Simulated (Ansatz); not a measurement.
# Ligand exchange: C2H4Ge + SnH(CH3)2(SiH3) → C2H6GeSi + SnH2(CH3)2

Species: C2H4Ge `C#[C][GeH3]`, singlet; SnH(CH3)2(SiH3), singlet; C2H6GeSi `[SiH3]C#[C][GeH3]`, singlet; SnH2(CH3)2, singlet. The partners trade H for SiH3: C–H and Sn–SiH3 bonds give way to C–SiH3 and Sn–H.

Shapes, held fixed at every level: PBE0-D4/def2-TZVP. Programs: Ansatz 0.2.0. Electronic energies: no zero-point or thermal term.

```
              level                    kind  ΔE (kJ/mol)  less CCSD(T)/def2-TZVPP
      HF/def2-TZVPP            Hartree–Fock        -22.7                    -11.3
  PBE-D4/def2-TZVPP                     GGA         -1.9                     +9.5
B3LYP-D4/def2-TZVPP           global hybrid         -9.9                     +1.5
 wB97M-V/def2-TZVPP  range-separated hybrid        -10.8                     +0.6
 wB97X-V/def2-TZVPP  range-separated hybrid        -10.2                     +1.2
     MP2/def2-TZVPP     perturbation theory        -13.3                     -1.9
    CCSD/def2-TZVPP   coupled cluster or CI        -11.9                     -0.5
 CCSD(T)/def2-TZVPP   coupled cluster or CI        -11.4                      0.0
```

The highest level, CCSD(T)/def2-TZVPP, gives ΔE = -11.4 kJ/mol; the levels span -22.7 to -1.9. The column of differences is taken from that level and isn't an error. No measured value is set beside it here. For atoms past krypton def2 sets carry core potentials with scalar relativity. Relativity is left out for Ge. Outer-core shells of Ge, Sn are correlated, in sets that cover them unevenly.
